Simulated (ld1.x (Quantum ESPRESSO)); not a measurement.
What one change does to a pseudopotential (Au (Z = 79), PAW)

Au, PAW, made with ld1.x (Quantum ESPRESSO) 7.5 (PBE, scalar-relativistic). Core [Kr] 4d10 4f14 5s2, reference 5p6 5d10 6s0.5 6p0 (charge +0.5). Waves: 6s (bound): rcut 1.75, rcutus 2.40 bohr; 6s channel at -0.35 Ry: rcut 1.75, rcutus 2.40 bohr; 5p (bound): rcut 1.75, rcutus 2.15 bohr; 6p (bound, empty): rcut 1.75, rcutus 2.15 bohr; 5d (bound): rcut 1.15, rcutus 1.45 bohr; 5d channel at 0.5 Ry: rcut 1.15, rcutus 1.45 bohr. Local part: all-electron potential smoothed inside 1.35 bohr (lloc = -1). Core correction: a·sin(br)/r model core, default radius (ld1.x builds one for every PAW set, though the input has nlcc=.false.). Augmentation charge: BESSEL, radius 0.85 bohr.

Change: waves 5d (bound): rcut 1.15, rcutus 1.34 bohr; 5d channel at 0.5 Ry: rcut 1.15, rcutus 1.34 bohr.

Cutoffs: the cutoffs (Ry, on a coarse ladder) from which the occupation-weighted sum of valence levels, in a spherical-Bessel basis at the reference potential, stays within 10 and 1 mRy of its value at 400 Ry; they do not see the model core or the augmentation charge, which bear on the density cutoff. Errors are all-electron minus pseudo energies relative to the spin-unpolarised reference configuration.

Question: What does the change do?

Answer: The potential gets harder (50 Ry and 90 Ry → 60 Ry and 110 Ry); both files keep a bound ghost (s); of the 7 tests that both files solve, the error grows in 4 and shrinks in 1 by more than 15 % and 0.3 meV (median size 2.4 → 3.8 meV). A smaller radius makes the pseudo-wave follow the all-electron one further in, where it bends more sharply, so more plane waves are needed.

```tsv
quantity	base	changed
cutoff, loose	50 Ry	60 Ry
cutoff, tight	90 Ry	110 Ry
loose cutoff by channel (10 mRy a level)	s 6 Ry, p 15 Ry, d 40 Ry	s 6 Ry, p 15 Ry, d 45 Ry
bound ghosts	s	s
error for 5p6 5d10 6s1 6p0, meV [ΔE -3.77 eV]	+2.4	+3.0
error for 5p6 5d10 6s0 6p0, meV [ΔE 5.64 eV]	-2.2	-1.6
error for 5p6 5d9 6s0 6p0, meV [ΔE 26.84 eV]	-8.3	-7.2
error for 5p6 5d9 6s1 6p1, meV [ΔE 3.72 eV]	+2.1	+3.8
error for 5p6 5d8 6s0 6p0, meV [ΔE 60.72 eV]	-37	-36
error for 5p6 5d9 6s2 6p0, meV [ΔE -2.08 eV]	+7.1	+13
error for 5p6 5d9 6s1 6p0, meV [ΔE 8.35 eV]	0.0	+1.1
s: phases at 2.58 bohr within 0.05 rad from the reference energy up to (Ry; the scan ends near 5)	3.8	3.8
p: phases at 2.58 bohr within 0.05 rad from the reference energy up to (Ry; the scan ends near 5)	4.0	4.0
d: phases at 2.58 bohr within 0.05 rad from the reference energy up to (Ry; the scan ends near 5)	to the end of the scan	to the end of the scan
lowest overlap eigenvalue by channel	s 0.14, p 0.70, d 0.90	s 0.14, p 0.70, d 0.84
```

 A true bound ghost makes a file unfit for plane-wave use even where its test errors are small: the radial tests pick states by their node count and pass the ghost by.
